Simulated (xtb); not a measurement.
C2H6AlF (SMILES [CH3][Al]([CH3])[F]), singlet, at a GFN2-xTB geometry (such geometries of metal compounds can be far from the true shape); GFN2-xTB (xtb).

Input for xtb:
```
$ xtb mol.xyz --gfn 2 --etemp 5000 --json

# file mol.xyz
10

Al    -0.01873622     0.01128456    -0.01949987
C      1.82868265    -0.13941676    -0.74158589
H      2.23712794    -1.14909666    -0.65766910
H      2.53495403     0.51967783    -0.23045799
H      1.84292245     0.13399660    -1.80155726
C     -0.74425394    -0.52313267     1.75297945
H     -1.55785866    -1.24709688     1.64474875
H     -1.17283915     0.33536843     2.27920618
H      0.00348516    -0.96852525     2.41114294
F     -1.12786591     0.68936370    -1.05114186
```

Output, abridged:

```
   ID    Z sym.   atoms
    1   13 Al     1
    2    6 C      2, 6
    3    1 H      3-5, 7-9
    4    9 F      10

           -------------------------------------------------
          |                Calculation Setup                |
           -------------------------------------------------

           -------------------------------------------------
          |                 G F N 2 - x T B                 |
           -------------------------------------------------

          ...................................................
          :                      SETUP                      :
          :.................................................:
          :  # basis functions                  28          :
          :  # atomic orbitals                  27          :
          :  # shells                           15          :
          :  # electrons                        24          :
          :  max. iterations                   250          :
          :  Hamiltonian                  GFN2-xTB          :
          :  restarted?                      false          :
          :  GBSA solvation                  false          :
          :  PC potential                    false          :
          :  electronic temp.         5000.0000000     K    :
          :  accuracy                    1.0000000          :
          :  -> integral cutoff          0.2500000E+02      :
          :  -> integral neglect         0.1000000E-07      :
          :  -> SCF convergence          0.1000000E-05 Eh   :
          :  -> wf. convergence          0.1000000E-03 e    :
          :  Broyden damping             0.4000000          :
          :  net charge                          0          :
          :  unpaired electrons                  0          :
          ...................................................

 iter      E             dE          RMSdq      gap      omega  full diag
   1    -13.3057802 -0.133058E+02  0.147E+01    4.68       0.0  T
   2    -13.3284133 -0.226331E-01  0.885E+00    4.37       1.0  T
   3    -13.3316428 -0.322953E-02  0.161E+00    4.10       1.0  T
   4    -13.3336233 -0.198052E-02  0.816E-01    4.40       1.0  T
   5    -13.3341078 -0.484496E-03  0.546E-01    4.22       1.0  T
   6    -13.3346349 -0.527086E-03  0.254E-01    4.31       1.0  T
   7    -13.3346288  0.605610E-05  0.967E-02    4.32       1.0  T
   8    -13.3346362 -0.733225E-05  0.542E-02    4.30       1.0  T
[...]
         :: total energy             -13.203618645369 Eh    ::
[...]
     4   1 H        0.924     0.054     2.275     2.359
     5   1 H        0.924     0.071     2.069     2.250
     6   6 C        3.609    -0.213    25.345     7.271
     7   1 H        0.924     0.063     2.163     2.300
     8   1 H        0.924     0.063     2.166     2.302
     9   1 H        0.924     0.052     2.298     2.371
    10   9 F        0.672    -0.280    12.119     4.110

 Mol. C6AA /au·bohr⁶  :       1028.813199
 Mol. C8AA /au·bohr⁸  :      38221.725827
 Mol. α(0) /au        :         54.239902

Wiberg/Mayer (AO) data.
largest (>0.10) Wiberg bond orders for each atom

 ---------------------------------------------------------------------------
     #   Z sym  total        # sym  WBO       # sym  WBO       # sym  WBO
 ---------------------------------------------------------------------------
     1  13 Al   3.641 --    10 F    1.206     6 C    1.027     2 C    1.025
     2   6 C    3.925 --     1 Al   1.025     3 H    0.933     4 H    0.931
                             5 H    0.920
     3   1 H    0.997 --     2 C    0.933
     4   1 H    0.997 --     2 C    0.931
     5   1 H    0.995 --     2 C    0.920
     6   6 C    3.925 --     1 Al   1.027     9 H    0.939     8 H    0.922
                             7 H    0.922
     7   1 H    0.996 --     6 C    0.922
     8   1 H    0.996 --     6 C    0.922
     9   1 H    0.997 --     6 C    0.939
    10   9 F    1.272 --     1 Al   1.206
 ---------------------------------------------------------------------------

Topologies differ in total number of bonds
Writing topology from bond orders to xtbtopo.mol

molecular dipole:
                 x           y           z       tot (Debye)
 q only:        0.551      -0.338       0.508
   full:        0.666      -0.409       0.622       2.539
molecular quadrupole (traceless):
                xx          xy          yy          xz          yz          zz
 q only:       -0.380       1.289       0.372      -2.362       1.017       0.007
  q+dip:        0.521       1.405      -1.143      -4.149       0.516       0.622
   full:       -1.253       2.245       1.916      -2.836       2.302      -0.663

           -------------------------------------------------
          | TOTAL ENERGY              -13.203618645369 Eh   |
          | GRADIENT NORM               0.001093733003 Eh/α |
          | HOMO-LUMO GAP               4.307325063128 eV   |
           -------------------------------------------------

normal termination of xtb
```
